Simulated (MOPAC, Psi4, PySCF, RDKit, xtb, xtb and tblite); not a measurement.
Two geometries of SMILES c1ccc([SiH2][SiH2]c2ccccc2)cc1, singlet, relaxed at GFN2-xTB with one dihedral held; other torsions can differ between them too.

Structure A

```
28

C     -4.8032     0.6681     0.7154
C     -3.7528     1.5595     0.5724
C     -2.5771     1.1505    -0.0294
C     -2.4227    -0.1484    -0.5042
Si    -0.7906    -0.7059    -1.2724
Si     0.7001    -1.2890     0.4078
C      1.6647    -2.8297    -0.1018
C      2.9601    -2.7456    -0.6007
C      3.6471    -3.8752    -1.0072
C      3.0446    -5.1190    -0.9230
C      1.7541    -5.2234    -0.4311
C      1.0752    -4.0883    -0.0284
C     -3.4880    -1.0293    -0.3488
C     -4.6678    -0.6298     0.2525
H     -5.7236     0.9843     1.1845
H     -3.8527     2.5743     0.9309
H     -1.7617     1.8525    -0.1387
H     -0.3111     0.4027    -2.1128
H     -1.1001    -1.8153    -2.1885
H      0.0345    -1.5961     1.6847
H      1.6893    -0.2403     0.7004
H      3.4383    -1.7782    -0.6672
H      4.6544    -3.7874    -1.3893
H      3.5787    -6.0037    -1.2382
H      1.2789    -6.1918    -0.3620
H      0.0683    -4.1783     0.3566
H     -3.3916    -2.0437    -0.7108
H     -5.4844    -1.3298     0.3600
```

Structure B

```
28

C      4.6264     0.5775     0.9696
C      3.5426     1.4373     0.9055
C      2.4173     1.0767     0.1884
C      2.3473    -0.1424    -0.4803
Si     0.7452    -0.6599    -1.3370
Si    -0.7099    -1.3140     0.3513
C     -0.4614    -0.0854     1.7645
C      0.6585    -0.1841     2.5855
C      0.9162     0.7589     3.5627
C      0.0533     1.8281     3.7362
C     -1.0672     1.9426     2.9308
C     -1.3163     0.9949     1.9546
C      3.4460    -0.9916    -0.4050
C      4.5769    -0.6384     0.3089
H      5.5066     0.8541     1.5319
H      3.5733     2.3874     1.4197
H      1.5744     1.7534     0.1475
H      0.2686     0.4887    -2.1225
H      1.0730    -1.7201    -2.3011
H     -2.1303    -1.2837    -0.0264
H     -0.4448    -2.6607     0.8798
H      1.3407    -1.0133     2.4547
H      1.7935     0.6636     4.1867
H      0.2531     2.5694     4.4966
H     -1.7451     2.7742     3.0627
H     -2.1918     1.0925     1.3272
H      3.4133    -1.9442    -0.9158
H      5.4207    -1.3127     0.3536
```

**Question.** Which is lower in energy at the level PBE0-D3(BJ)/def2-SVP // GFN2-xTB run with Psi4 1.11, and by how much?

**Answer.** B is lower, by 3.10 kcal/mol (dihedral C4–Si5–Si6–C7: 140° in A, 40° in B).

E(B) − E(A) in kcal/mol at the other levels, on the same two geometries: GFN2-xTB (xtb and tblite) -1.59; MMFF94 // GFN2-xTB (RDKit) 0.12; PBE0/def2-SVP // GFN2-xTB (Psi4) -0.60; PBE/def2-SVP // GFN2-xTB (Psi4) -0.43; PBE-D3(BJ)/def2-SVP // GFN2-xTB (Psi4) -2.93; UFF // GFN2-xTB (RDKit) -2.07; PM3, restricted, heats of formation // GFN2-xTB (MOPAC) 1.70; AM1, restricted, heats of formation // GFN2-xTB (MOPAC) 2.53; GFN1-xTB // GFN2-xTB (xtb) -1.22; restricted B3LYP/6-31G*, spherical d, density fitting // GFN2-xTB (PySCF) 0.82.
